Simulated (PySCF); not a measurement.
State search for CaSi⁺

Unrestricted PBE0; PySCF, no relativity, basis sets Ca pcseg-1, Si pcseg-1. Outer shells of the fragments: Ca+ 4s1; Si 3s2 3p2.

Followed along the bond (rough minima from three points):

| 2Ms+1 | unpaired | ⟨S²⟩ at the start | R at minimum (Å) | Te (eV) |
| --- | --- | --- | --- | --- |
| 4 | σ ↑, π ↑↑ | 3.75 | 2.67 | 0.00 |
| 2 | π ↑ | 0.76 | 2.98 | 0.38 |
| 2 | σ ↑, π ↑↓ | 1.76 | 2.67 | 0.51 |
| 2 | σ ↓, π ↑↑ | 1.76 | 2.67 | 0.55 |
| 2 | σ ↑ | 0.75 | 2.69 | 1.22 |

Solutions found at the starting distance of 2.805 Å, counted from the lowest of them; the search is not exhaustive and high or unbound solutions are not listed, so other states can lie among these:

```json
{"2Ms+1": "4", "unpaired": "σ ↑, π ↑↑", "term": "⁴Σ⁻", "E (eV)": "0.00", "⟨S²⟩": "3.75", "⟨Lz²⟩": "0.00", "μ (D)": "-8.16"}
{"2Ms+1": "2", "unpaired": "π ↑", "term": "²Π", "E (eV)": "0.38", "⟨S²⟩": "0.76", "⟨Lz²⟩": "1.00", "μ (D)": "-6.90"}
{"2Ms+1": "2", "unpaired": "σ ↑, π ↑↓", "term": "mixed", "E (eV)": "0.51", "⟨S²⟩": "1.76", "⟨Lz²⟩": "2.01", "μ (D)": "-8.01"}
{"2Ms+1": "2", "unpaired": "σ ↓, π ↑↑", "term": "mixed", "E (eV)": "0.55", "⟨S²⟩": "1.76", "⟨Lz²⟩": "0.00", "μ (D)": "-7.99"}
{"2Ms+1": "2", "unpaired": "σ ↑", "term": "mixed", "E (eV)": "1.20", "⟨S²⟩": "0.75", "⟨Lz²⟩": "2.00", "μ (D)": "-7.75"}
{"2Ms+1": "4", "unpaired": "σ ↑↑, π ↑", "term": "⁴Π", "E (eV)": "1.47", "⟨S²⟩": "3.75", "⟨Lz²⟩": "1.01", "μ (D)": "-1.06"}
{"2Ms+1": "4", "unpaired": "σ ↑, π ↑, δ ↑", "term": "mixed", "E (eV)": "2.78", "⟨S²⟩": "3.75", "⟨Lz²⟩": "5.00", "μ (D)": "-2.72"}
{"2Ms+1": "4", "unpaired": "σ ↑, π ↑↑", "term": "mixed", "E (eV)": "2.82", "⟨S²⟩": "3.75", "⟨Lz²⟩": "2.01", "μ (D)": "-2.35"}
{"2Ms+1": "2", "unpaired": "σ ↑, π ↑, δ ↓", "term": "mixed", "E (eV)": "2.83", "⟨S²⟩": "1.75", "⟨Lz²⟩": "4.98", "μ (D)": "-2.82"}
```

A term symbol is given only where ⟨S²⟩ and ⟨Lz²⟩ are close to those of a pure state; real π, δ and φ orbitals otherwise mix terms. A positive dipole points towards Si; it is taken about the centre of mass and depends on that origin.

Counting both spins, an empty level lies below a filled one in some of these solutions, because spin and occupation are held.
